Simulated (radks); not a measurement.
Task: Bi4+, 79 electrons, occupied as [Xe] 4f14 5d10 6s1 (the NIST ground configuration). All-electron calculation, Dirac Kohn-Sham, BLYP, spin-unpolarised, spherical densities, finite nucleus; Fermi nuclear charge, rms radius 5.5211 fm. Program: a radial shooting solver on a logarithmic mesh with Libxc functionals. Some entries of the table are withheld. Estimate them.

orbital  occ.  eigenvalue (eV)  <r> (bohr)
1s1/2       2        -90501.15     0.01580
2s1/2       2        -16281.33     0.06579
2p1/2       2        -15652.87     0.05388
2p3/2       4        -13332.80     0.06292
3s1/2       2        -3960.650      0.1710
3p1/2       2        -3674.783         (1)
3p3/2       4        -3155.352         (2)
3d3/2       4        -2683.810      0.1545
3d5/2       6        -2573.664      0.1595
4s1/2       2        -940.3413      0.3770
4p1/2       2        -815.7057      0.3777
4p3/2       4        -687.6528      0.4124
4d3/2       4        -484.1788      0.4161
4d5/2       6        -460.2752      0.4271
5s1/2       2              (3)      0.8310
4f5/2       6        -196.1920         (4)
4f7/2       8        -190.6979         (5)
5p1/2       2        -154.7221      0.8839
5p3/2       4        -129.9285      0.9723
5d3/2       4         -69.0502       1.186
5d5/2       6         -65.9393       1.224
6s1/2       1         -50.9828       1.961
6p1/2       0         -40.3394       2.221
6p3/2       0         -36.7375       2.415
6d3/2       0         -23.6502       3.184
6d5/2       0         -23.2159       3.244
5f5/2       0         -19.7102         (6)
5f7/2       0         -19.6240         (7)

Result: 
(1) 3p1/2 <r> (bohr): 0.1615
(2) 3p3/2 <r> (bohr): 0.1780
(3) 5s1/2 eigenvalue (eV): -198.0531
(4) 4f5/2 <r> (bohr): 0.4380
(5) 4f7/2 <r> (bohr): 0.4441
(6) 5f5/2 <r> (bohr): 2.779
(7) 5f7/2 <r> (bohr): 2.802
